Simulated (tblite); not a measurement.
Write Cartesian coordinates for `NCc1ccc([S])cc1` [radical] as optimised with GFN2-xTB. (Doublet state.)

```
atom  x, y, z in Å
N1     2.6778    0.0629   -0.4387
C2     1.7811   -0.8043    0.3168
C3     0.3464   -0.3591    0.2055
C4    -0.1524    0.6275    1.0565
C5    -1.4425    1.0881    0.9267
C6    -2.2738    0.5749   -0.0781
S7    -3.8870    1.1430   -0.2453
C8    -1.7706   -0.4028   -0.9468
C9    -0.4773   -0.8528   -0.8057
H10    2.4269    0.0629   -1.4218
H11    2.6169    1.0176   -0.1007
H12    2.1070   -0.7873    1.3597
H13    1.8991   -1.8196   -0.0689
H14    0.4816    1.0255    1.8365
H15   -1.8313    1.8422    1.5941
H16   -2.4110   -0.7975   -1.7209
H17   -0.0979   -1.6090   -1.4789
```

Any rigid rotation of these coordinates is as good. Atoms count from 1 in this order. C5 (carbon bonded to 2 C and H) is planar (angles 120.9°, 120.1° and 119.0°, sum 360.0°, 0.00 Å off the plane of its three neighbours). C6 (carbon bonded to 2 C and S) is planar (angles 120.5°, 120.4° and 119.1°, sum 360.0°, 0.00 Å off the plane of its three neighbours). C4 (carbon bonded to 2 C and H) is planar (angles 121.0°, 119.6° and 119.4°, sum 360.0°, 0.00 Å off the plane of its three neighbours). C3 (carbon bonded to 3 C) is planar (angles 120.8°, 120.3° and 118.8°, sum 359.8°, 0.03 Å off the plane of its three neighbours).

Bonds between heavy atoms (Å): N1–C2 1.458, C2–C3 1.506, C3–C4 1.395, C4–C5 1.376, C5–C6 1.401, C6–S7 1.718, C6–C8 1.401, C8–C9 1.377, C3–C9 1.395.

Structure optimised with GFN2-xTB, isolated species. This method treats the open shell by occupation alone, without spin polarisation.

Point group: near Cs, missed by 0.12 Å at most; the miss may be what the optimiser left on a soft mode. Its GFN2-xTB frequencies are all real (lowest 41 cm⁻¹). Torsions: H–N1–C2–C3 -60° and 60°, N1–C2–C3–C4 -85°. 2 starts were optimised and ended at 0.00 and 1.10 kcal/mol (GFN2-xTB); the lowest of these is shown.

One conformer stands for the species.

These are computed values.
